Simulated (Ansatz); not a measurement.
Consider the atomization: `C[SiH2][CH2][AlH][SH]` → Al• + 2 C• + 9 H• + S• + Si•.

Program: Ansatz. Geometries: PBE0-D4/def2-TZVP. ΔE: electronic, gas phase. CCSD(T)/CBS is the MP2 limit (def2-TZVPP, def2-QZVPP) plus CCSD(T) − MP2 in def2-TZVPP, frozen cores. This one scheme is used for every species, atoms too. DFT in def2-TZVPP. B3LYP here is the variant with VWN-RPA as its local correlation; programs differ in this. Open shells (•) are unrestricted, without spin–orbit coupling. Spin–orbit coupling would lower the free atoms: a little for Al, C, S, Si. One conformer a species, not always the lowest.

| level | ΔE (kJ/mol) | difference from CCSD(T)/CBS |
| --- | --- | --- |
| PBE-D4 | 4763.8 | 4.9 |
| r2SCAN-D4 | 4769.0 | 10.1 |
| PBE0-D4 | 4739.0 | -19.9 |
| B3LYP-D4 | 4741.6 | -17.3 |
| ωB97X-V | 4776.9 | 18.0 |
| ωB97M-V | 4772.1 | 13.2 |
| B2PLYP | 4684.9 | -74.0 |
| PBE | 4729.7 | -29.2 |
| r2SCAN | 4760.2 | 1.3 |
| PBE0 | 4709.5 | -49.4 |
| B3LYP | 4686.9 | -72.0 |
| HF/def2-TZVPP | 3610.4 | -1148.5 |
| MP2/def2-TZVPP | 4662.0 | -96.9 |
| SCS-MP2/def2-TZVPP | 4669.6 | -89.3 |
| CCSD/def2-TZVPP | 4590.7 | -168.2 |
| CCSD(T)/def2-TZVPP | 4644.1 | -114.8 |
| HF/def2-QZVPP | 3615.9 | -1143.0 |
| MP2/def2-QZVPP | 4729.7 | -29.2 |
| SCS-MP2/def2-QZVPP | 4746.0 | -12.9 |
| HF/CBS(def2) | 3616.8 | -1142.1 |
| MP2/CBS(def2) | 4776.8 | 17.9 |
| CCSD/CBS(def2) | 4705.5 | -53.4 |
| CCSD(T)/CBS | 4758.9 | 0 |

Largest T1 diagnostic among the species: 0.018.

In def2-TZVPP, CCSD(T) changes the Hartree–Fock value by +1033.7 kJ/mol (the triples alone add +53.4 kJ/mol) and MP2 by +1051.6 kJ/mol; breaking electron pairs costs correlation energy, which Hartree–Fock lacks. From PBE to PBE0 (25 % exact exchange), in def2-TZVPP and without D4, ΔE moves by −20.2 kJ/mol: exact exchange takes away binding that semilocal exchange gives to molecules.

For atomizations the MP2-based limit and the directly extrapolated one differ by several kJ/mol either way, and by 10 to 25 for some Ge, Se and Sn compounds, so smaller differences from it don't rank the levels.
